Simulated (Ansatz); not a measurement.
**Question.** Name a neutral molecule of C, N, O, Si and H with LUMO energy (PBE/def2-TZVPP) between -2.75 and -2.45 eV and zero-point energy (PBE0-D4/def2-TZVP) between 144 and 160 kJ/mol (Ansatz, PBE0-D4/def2-TZVP geometry).

**Answer.** `N[SiH2]C=O` (-2.68 eV, 159.5 kJ/mol); `C1=N[SiH2]O[SiH2]1` (-2.51 eV, 159.3 kJ/mol). Other molecules can fit too; these were computed, each in one conformer that needn't be the lowest.
